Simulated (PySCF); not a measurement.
Vertical excitations of a molecule C3H8N, multiplicity 2 from PySCF 2.14.0 with TDA-PBE/def2-SVPD, as energy in eV (oscillator strength): 2.25 (0.001), 4.67 (0.001), 4.82 (0.013), 5.04 (0.000), 5.66 (0.000), 6.01 (0.010), 6.10 (0.006), 6.52 (0.010), 6.56 (0.027), 6.93 (0.005). Coordinates come from a ωB97X-D3(BJ)/def2-SVP optimisation. The values are those of a single conformer.

Identify the compound among the candidates.
A. C[C](C)N
B. CC(C)[NH]
C. [CH2]CNC
D. [CH2]N(C)C

B, CC(C)[NH]
